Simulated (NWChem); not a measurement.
# Correlation energy of hydrogen selenide (H2Se)

SMILES: [SeH2]
```xyz
3

Se     0.0000     0.0000    -0.0571
H      1.0502     0.0000     0.9703
H     -1.0502     0.0000     0.9703
```
Charge 0, spin multiplicity 1.

Everything below was run with NWChem. The geometry was optimised at PBE0/def2-SVP, a minimum by its harmonic frequencies.

Basis set: def2-TZVP. Each correlation energy counts from its own Hartree-Fock reference.

The Hamiltonian is non-relativistic. The correlated methods keep 9 core orbitals frozen. No row is a measurement; the coupled-cluster row has its own basis-set and correlation limits.

Problem. For the correlation energy, MP2 gives -279.2 mHa and SCS-MP2 gives -267.7 mHa. What do CR-CCSD[T], CR-CCSD(T), CCSD give?

Solution. CR-CCSD[T]: -302.3 mHa; CR-CCSD(T): -301.9 mHa; CCSD: -294.2 mHa.
